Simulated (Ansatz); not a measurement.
`CB[TeH]` + H₂O → `CBO` + H₂Te at 298.15 K and 1 bar (formal hydrolysis of a B–Te bond).

Gas-phase electronic energies from Ansatz, PBE0-D4/def2-TZVP geometries. CCSD(T)/CBS is the MP2 limit (def2-TZVPP, def2-QZVPP) plus CCSD(T) − MP2 in def2-TZVPP, frozen cores. This one scheme is used for every species. Elements past krypton have def2 core potentials. For Te outer-core shells are correlated without core-valence functions, which leaves a few kJ/mol of doubt a bond. One conformer a species, not always the lowest.

| species | CCSD(T)/CBS energy (Eh) | H − E (kJ/mol) | S (J/(mol·K)) |
| --- | --- | --- | --- |
| `CB[TeH]` | -333.59211 | 162.9 | 310.4 |
| H₂O | -76.37941 | 66.4 | 188.7 |
| `CBO` | -141.08489 | 182.2 | 272.4 |
| H₂Te | -268.91024 | 41.3 | 228.4 |

H − E and S are ideal-gas, rigid-rotor, harmonic terms from PBE0-D4/def2-TZVP, for one conformer and one mirror image of each species. 1 Eh = 2625.50 kJ/mol, R = 8.31446 J/(mol·K).

Question: By hand: ΔE, ΔH, ΔS and ΔG.

Answer: ΔE = (-141.08489) + (-268.91024) − (-333.59211) − (-76.37941) = -0.02361 Eh = -62.0 kJ/mol. Δ(H − E) = 182.2 + 41.3 − 162.9 − 66.4 = -5.8, so ΔH = -67.8 kJ/mol. ΔS = 272.4 + 228.4 − 310.4 − 188.7 = 1.7 J/(mol·K). ΔG = -67.8 − 298.15 × (1.7)/1000 = -68.3 kJ/mol.

Question: By hand: the equilibrium constant, and the temperature at which ΔG would vanish if ΔH and ΔS stayed fixed.

Answer: log₁₀ K = −ΔG/(RT ln 10) = 12.0. ΔH and −TΔS have one sign here, so there is no such temperature. One of them is within its doubt of zero, so this could turn.

The number of gas molecules stays the same, so ΔS is small and ΔH decides. A doubt of 5 kJ/mol in ΔE shifts log₁₀ K by 0.9 here. Other conformers and mirror images would add mixing entropy, several J/(mol·K) or more a flexible species. These are equilibria of isolated gas molecules and say nothing of rates. Largest T1 diagnostic: 0.013 (customary marks: 0.02 for closed shells, 0.045 for open ones).
